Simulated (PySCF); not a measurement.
## How good is the calculation?

Bonds (- single, = double, # triple, : aromatic): C1:C2, C2:C3, C3:C4, C4-C5, C5-C6, C6-C7, C4:C8, C8:C9, C9:C1, C7-C5. C1 carries H10; C2 carries H11; C3 carries H12; C5 carries H13; C6 carries H14, H15; C7 carries H16, H17; C8 carries H18; C9 carries H19. H15, H16 are cis to C4 on the ring; H14, H17 are trans to C4 on the ring.

Published estimates (parent shift plus substituent increments) and measurements: δ ¹³C C5 15.3; C6/C7 9.2; δ ¹H H13 1.83 ppm (measured; solution, not stated per compound (mostly CDCl3 or CCl4); Pretsch, Buehlmann, Badertscher, Structure Determination of Organic Compounds, 4th ed. (2009)).
δ ¹³C C2/C9 127.9; C3/C8 125.2; C1 124.9 ppm (estimated from measurements, as parent shift plus tabulated substituent increment; solution, not stated per compound (mostly CDCl3 or CCl4); Pretsch, Buehlmann, Badertscher, Structure Determination of Organic Compounds, 4th ed. (2009)).

Relativity neglected, gas phase, averaged over atoms made equivalent by symmetry, fast rotation or ring inversion, a single conformation. Shielding tensors at KT2/pcSseg-1 (GIAO); structure optimised with PBE0-D3(BJ)/def2-SVP; PySCF.

Question: What does the calculation give, and how does it compare?

Answer: 
Reference values: measured (solution, not stated per compound (mostly CDCl3 or CCl4); Pretsch, Buehlmann, Badertscher, Structure Determination of Organic Compounds, 4th ed. (2009)).
```json
{"atoms": "C5", "quantity": "δ ¹³C", "reference": "15.3", "computed": "18.1", "computed, scaled": "14.8"}
{"atoms": "C6/C7", "quantity": "δ ¹³C", "reference": "9.2", "computed": "15.0", "computed, scaled": "11.5"}
{"atoms": "H13", "quantity": "δ ¹H", "reference": "1.83", "computed": "1.42", "computed, scaled": "–"}
```

Reference values: estimated from measurements, as parent shift plus tabulated substituent increment (solution, not stated per compound (mostly CDCl3 or CCl4); Pretsch, Buehlmann, Badertscher, Structure Determination of Organic Compounds, 4th ed. (2009)).
```json
{"atoms": "C2/C9", "quantity": "δ ¹³C", "reference": "127.9", "computed": "123.1", "computed, scaled": "127.9"}
{"atoms": "C3/C8", "quantity": "δ ¹³C", "reference": "125.2", "computed": "118.8", "computed, scaled": "123.2"}
{"atoms": "C1", "quantity": "δ ¹³C", "reference": "124.9", "computed": "120.5", "computed, scaled": "125.1"}
```

Computed shifts are σ(ref) − σ with the named reference compound (TMS for H and C) calculated as an isolated molecule at the same level. The measured values may be among those fitted. Expected solution values come from regression of measured δ (H and C: mostly CDCl3, vs TMS) on computed σ: ¹³C (scatter 1.2 ppm rms, 2.4 ppm with the 5 outliers that the fit left out). Occasional misses reach two or three times the rms, and more in compound classes unlike the fitted ones.

Question: How far are the unscaled ¹³C shifts from the references?

Answer: Mean signed difference -1.40 ppm, mean absolute 4.84 ppm over 5 comparisons; the largest is -6.4 ppm at C3/C8 (aromatic CH).

6 of the 16 published NMR values on file for this molecule are compared.

The carbons averaged at δ 118.8 differ by 10 ppm in this conformer.
